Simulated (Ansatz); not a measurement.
`C[SiH](O)C(N)=O` + CH₃NH₂ → `CNC(N)=O` + `C[SiH2]O`  (substitution at a C–Si bond)

Gas-phase electronic energies from Ansatz, PBE0-D4/def2-TZVP geometries. CCSD(T)/CBS adds triple-zeta CCSD(T) − MP2 to the extrapolated MP2 energy (def2 sets, frozen cores). This one scheme is used for every species. DFT in def2-TZVPP. B3LYP here is the variant with VWN-RPA as its local correlation; programs differ in this. One conformer a species, not always the lowest.

```json
{"level": "r2SCAN-D4", "ΔE (kJ/mol)": "-23.5"}
{"level": "ωB97X-V", "ΔE (kJ/mol)": "-26.6"}
{"level": "ωB97M-V", "ΔE (kJ/mol)": "-22.1"}
{"level": "B3LYP", "ΔE (kJ/mol)": "-24.3"}
{"level": "MP2/def2-TZVPP", "ΔE (kJ/mol)": "-24.5"}
{"level": "SCS-MP2/def2-TZVPP", "ΔE (kJ/mol)": "-25.8"}
{"level": "HF/def2-QZVPP", "ΔE (kJ/mol)": "-44.6"}
{"level": "HF/CBS(def2)", "ΔE (kJ/mol)": "-44.6"}
```

Q: What does CCSD(T)/CBS give? (An estimate is asked.)

A: Ansatz gave: -19.9 kJ/mol. The listed levels differ from it by -3.6, -6.7, -2.2, -4.4, -4.6, -5.9, -24.7, -24.7 kJ/mol.

Largest T1 diagnostic among the species: 0.015.

From PBE to PBE0 (25 % exact exchange), in def2-TZVPP and without D4, ΔE moves by −7.9 kJ/mol. The D4 term adds +3.5 kJ/mol with B3LYP and +2.2 kJ/mol with PBE0; it sums over pairs of atoms, weighted by their polarisabilities, and B3LYP, whose exchange is more repulsive, gets the larger term. In def2-TZVPP, CCSD(T) changes the Hartree–Fock value by +22.0 kJ/mol (the triples alone add +3.5 kJ/mol) and MP2 by +20.2 kJ/mol.
